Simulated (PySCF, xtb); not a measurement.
SbCl₂, SMILES [Cl][Sb][Cl], multiplicity 2.

Harmonic wavenumbers (cm⁻¹) from GFN2-xTB (xtb) at its own minimum, in rising order: 106, 301, 323.

Problem. What does B3LYP-D3(BJ)/def2-TZVP run with PySCF give at its own minimum? (Estimate from the structure and the level; the computed values follow.)

Solution. 122, 346, 363. Paired by order, the mean absolute difference is 33 cm⁻¹ and the zero-point energies are 1.0 and 1.2 kcal/mol.
